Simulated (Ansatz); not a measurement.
Basis sets compared for [Ni(NH3)6]3+ (NiN6H18³⁺). Charge 3, multiplicity 2. Geometry PBE-D4/def2-SVP. Ansatz on 6 threads of Intel Xeon on a shared host; times are rough, and most runs start from earlier orbitals.

```csv
atom,x (Å),y (Å),z (Å)
Ni1,0.001,0.000,0.001
N2,-0.075,1.987,0.286
H3,-0.112,2.252,1.289
H4,-0.897,2.456,-0.138
H5,0.743,2.493,-0.102
N6,0.075,-1.987,-0.281
H7,-0.760,-2.488,0.077
H8,0.877,-2.460,0.175
H9,0.149,-2.253,-1.281
N10,-1.099,-0.294,1.964
H11,-1.828,0.415,2.165
H12,-0.498,-0.268,2.809
H13,-1.605,-1.194,2.058
N14,1.096,0.293,-1.967
H15,1.566,1.210,-2.082
H16,0.499,0.221,-2.811
H17,1.854,-0.391,-2.149
N18,1.757,-0.064,0.972
H19,2.016,0.817,1.452
H20,2.560,-0.270,0.348
H21,1.793,-0.785,1.716
N22,-1.754,0.066,-0.974
H23,-2.004,-0.810,-1.470
H24,-1.793,0.799,-1.707
H25,-2.560,0.256,-0.349
```

```csv
level,functions,energy (Eh),HOMO (eV),LUMO (eV),wall time
PBE-D4/def2-SVP,205,-1845.6364,-18.25,-17.70,4.3 s
PBE0-D4/def2-SVP,205,-1845.6488,-20.54,-17.22,9 s
```

Problem. Estimate the rows for PBE-D4/def2-TZVP, PBE0-D4/def2-TZVP.

Solution. 
```json
{"level": "PBE-D4/def2-TZVP", "functions": "339", "energy (Eh)": "-1846.2357", "HOMO (eV)": "-18.33", "LUMO (eV)": "-17.74", "wall time": "9 s"}
{"level": "PBE0-D4/def2-TZVP", "functions": "339", "energy (Eh)": "-1846.2328", "HOMO (eV)": "-20.54", "LUMO (eV)": "-17.19", "wall time": "35 s"}
```
